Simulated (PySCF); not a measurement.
## LiCd⁺: one state, many levels of theory

State: ¹Σ⁺ (singlet), closed shell. Set-up: PySCF, scalar-relativistic core potentials, basis sets Li def2-TZVP, Cd def2-TZVP with ECP28. De refers to Li⁺ + Cd in their ground configurations, without counterpoise correction. A positive dipole points towards Cd; it is taken about the centre of mass and depends on that origin.

```tsv
Level	Re (Å)	ωe (cm⁻¹)	De (eV)	μ (D)	CPU s a point (SCF and correlation, without the integrals)
RHF-MP2	2.789	245	0.57	n/a	0.19
RHF-SCS-MP2	2.802	243	0.57	n/a	n/a
RHF-CCSD	2.813	243	0.59	n/a	n/a
RHF-CCSD(T)	2.810	243	0.58	n/a	3.8
LDA	2.703	263	0.66	-8.51	0.38
PBE	2.756	255	0.67	-8.56	0.64
r²SCAN	2.766	252	0.59	-8.60	0.91
TPSSh	2.756	261	0.70	-8.33	1
PBE0	2.761	258	0.68	-8.38	1.3
HSE06	2.763	258	0.67	-8.44	1
MN15	2.812	233	0.58	-8.95	0.99
```

Which functional lies closest to RHF-CCSD(T) in De, which farthest, and by how much do they differ from it?

Closest is MN15 (+0.2 pm in Re, -4.1 % in ωe, +0.00 eV in De against RHF-CCSD(T) in the same basis), farthest TPSSh (-5.4 pm in Re, +7.4 % in ωe, +0.12 eV in De). CCSD(T) converges more slowly with the basis than the functionals do and binds too weakly in this one, so the order can change at the basis-set limit.

What does the step from GGA to meta-GGA do here, going from PBE to r²SCAN?

r²SCAN less PBE: +1.0 pm in Re, -1.2 % in ωe, -0.08 eV in De. 

What does the gradient correction do here, going from LDA to PBE?

PBE less LDA: +5.3 pm in Re, -3.0 % in ωe, +0.01 eV in De. The gradient correction favours the more uneven density of free atoms, so it tends to lengthen bonds and takes away much of the overbinding of LDA; so it does here.

Correlated steps freeze no core orbitals. Closed-shell solutions of metal pairs were not tested for spin polarisation, which can lower them a little. For an ion De counts to the pair picked by the measured ionisation energies or electron affinities, which need not be the lowest pair at this level.

The whole job (state search and all levels along the bond) took about 2.2 min on 1 thread of Oxide Virtual Turin-like (shared host), peak memory 0.67 GiB.
